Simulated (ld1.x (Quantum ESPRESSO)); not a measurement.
# chromium (Cr): excitation energies, all-electron against PAW

chromium, PAW, made with ld1.x (Quantum ESPRESSO) 7.5 (LDA (PZ), scalar-relativistic). Core [Ar], reference 3d6 4s0 4p0. Waves: 4s (bound, empty): rcut 2.55, rcutus 2.75 bohr; 4s channel at 0.05 Ry: rcut 2.55, rcutus 2.75 bohr; 4p (bound, empty): rcut 4.20, rcutus 4.55 bohr; 4p channel at 0.3 Ry: rcut 4.20, rcutus 4.55 bohr; 3d (bound): rcut 0.95, rcutus 1.30 bohr; 3d channel at 1.6 Ry: rcut 0.95, rcutus 1.30 bohr; 4f channel at 0.15 Ry: rcut 3.60, rcutus 4.45 bohr; 4f channel at 0.8 Ry: rcut 3.60, rcutus 4.45 bohr. Local part: all-electron potential smoothed inside 3.80 bohr (lloc = -1). Core correction: a·sin(br)/r model core, default radius (core density twice the valence density). Augmentation charge: PSQ, inside the norm-conserving radii.

Energies are relative to the spin-unpolarised reference configuration 3d6 4s0 4p0; without spin polarisation the order of configurations can differ from experiment. Not all tests gave a result: test run stopped at test 8 of 9 (problems with find_qi). The frozen-core shift is the all-electron ΔE with the core orbitals held at their reference shape minus the fully relaxed ΔE.

```
valence configuration  charge  ΔE all-electron (eV)  error AE − PS (meV)  frozen-core shift (meV)
          3d5 4s1 4p0       0                -1.725                  -25                      +24
          3d5 4s0 4p0      +1                 5.416                  -13                      +11
          3d4 4s0 4p0      +2                21.759                 -229                     +227
          3d5 4s0 4p1       0                 1.479                  -16                      +18
          3d4 4s1 4p0      +1                 6.527                 -202                     +194
          3d3 4s0 4p0      +3                52.785                -1297                    +1258
```

Question: What are ΔE and the potential's error for 3d2 4s0 4p0?

Answer: ΔE = 101.413 eV all-electron; the error (AE − PS) is -4139 meV.

These tests converged, but a pseudo level misses the all-electron one widely, so the file describes the atom poorly there or has found another state: 3d2 4s0 4p0: empty 4p by 3.5 eV (a node warning on the way).
